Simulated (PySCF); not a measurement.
Method: ωB97X-D3(BJ)/def2-TZVP // PBE0-D3(BJ)/def2-TZVP in PySCF. Isolated molecules, 0 K electronic values unless said otherwise. One relaxed conformer stands for a flexible species; it need not be the lowest. 

Reference species (SMILES): `[NH2][GaH][NH2]` (neutral, multiplicity 1).

| Item | Value |
|---|---|
| HOMO–LUMO gap | 11.40 eV |
| HOMO | -9.23 eV |

Changed species: `[GaH3]` (3 of 3 NH2 replaced by H; the reference has 1 of 3 NH2 replaced by H).

Problem. What does the change do to the HOMO–LUMO gap and HOMO?

Solution. the HOMO–LUMO gap decreases by 0.21 eV, to 11.19 eV; the HOMO decreases by 1.88 eV, to -11.11 eV.
